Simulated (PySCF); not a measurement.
Ga(H)(F)(OH) (FGaH2O), SMILES [GaH]([OH])[F].

Geometry: B3LYP-D3(BJ)/def2-TZVP. Other conformers were not sampled.

Level of theory: IEF-PCM-B3LYP/def2-SVP (PySCF 2.14.0).

The values are the electrostatic part of the solvation free energy, E(continuum) − E(gas) at the gas-phase geometry, in a cavity of scaled van der Waals radii (PySCF's table); cavitation and dispersion terms are not included. A continuum can't describe solvent molecules that bind to the metal. In vacuum the orbital gap is 7.69 eV. The dipole moment in vacuum is 0.71 D.

| solvent | ε | ΔG(elec) (kcal/mol) | dipole (D) | gap (eV) |
|---|---|---|---|---|
| water | 78.36 | -7.4 | 0.80 | 7.97 |
| 1-octanol | 9.86 | -6.4 | 0.80 | 7.93 |
| dichloromethane | 8.93 | -6.3 | 0.79 | 7.93 |
